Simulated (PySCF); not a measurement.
# Electric field gradients and quadrupole coupling constants

Compound: C3H7OPSi.
Atom-mapped SMILES: `[CH:1]#[C:2][Si@@:3]([CH3:4])([OH:5])[PH2:6]` (hydrogens: H7 on C1; H8, H9, H10 on C4; H11 on O5; H12, H13 on P6)

Cartesian coordinates in Å at the GFN2-xTB level; atoms count from 1:
```
atom  x, y, z in Å
C1     2.4163    0.6144   -1.1951
C2     1.4556    0.2703   -0.5591
Si3   -0.0677   -0.1628    0.4241
C4    -1.1172   -1.4343   -0.5135
O5     0.3478   -0.8978    1.8195
P6    -1.2465    1.7107    0.8977
H7     3.2643    0.8945   -1.7520
H8    -1.3203   -1.1083   -1.5286
H9    -0.6023   -2.3876   -0.5616
H10   -2.0685   -1.5918   -0.0142
H11    0.7038   -0.4225    2.5651
H12   -1.6100    1.9525   -0.4129
H13   -0.1595    2.5632    0.8129
```

Field gradients from the PBE0/pcSseg-1 density (PySCF, non-relativistic), principal values in atomic units, ordered |Vxx| ≤ |Vyy| ≤ |Vzz|:

```tsv
atom	Vxx	Vyy	Vzz
O5	-0.3620	-1.1569	1.5189
```

Find the asymmetry η = (Vxx − Vyy)/Vzz and the couplings χ = eQV/h (234.96 MHz × Q in barn × V in au), with Q(17O) = −0.0256 b.

| atom | environment | nucleus | η | χzz (MHz) | χxx (MHz) | χyy (MHz) |
| --- | --- | --- | --- | --- | --- | --- |
| O5 | silanol oxygen | 17O | 0.52 | -9.14 | 2.18 | 6.96 |

What is Vzz at O5 in SI units (1 au = 9.71736 × 10²¹ V/m²)?

1.5189 au = 14.760 × 10²¹ V/m².

And the gradient at the other heavy atoms, for which no coupling is worked out here?

```tsv
atom	environment	Vzz (au)	η
C1	terminal alkyne carbon	-0.359	0.10
C2	alkyne carbon	-0.369	0.02
Si3	oxygen-bound silicon	-0.330	0.42
C4	Si-methyl carbon	-0.022	0.32
P6	three-coordinate phosphorus	-0.981	0.38
```

What couplings would deuterons (Q(2H) = 0.00286 b) have in place of the hydrogens, at this geometry?

| atom | bonded to | bond length (Å) | Vzz (au) | η | χzz (kHz) |
| --- | --- | --- | --- | --- | --- |
| H7 | C1 | 1.053 | 0.3869 | 0.00 | 260 |
| H8 | C4 | 1.085 | 0.3255 | 0.01 | 219 |
| H9 | C4 | 1.084 | 0.3272 | 0.01 | 220 |
| H10 | C4 | 1.086 | 0.3241 | 0.01 | 218 |
| H11 | O5 | 0.953 | 0.5131 | 0.06 | 345 |
| H12 | P6 | 1.381 | 0.2176 | 0.08 | 146 |
| H13 | P6 | 1.384 | 0.2136 | 0.08 | 144 |

Geometry: GFN2-xTB, one conformer, isolated molecule. GFN2-xTB bond lengths can be off by several hundredths of an ångström, more for odd bonds, and the gradients follow them. The small basis limits the accuracy of the gradients.
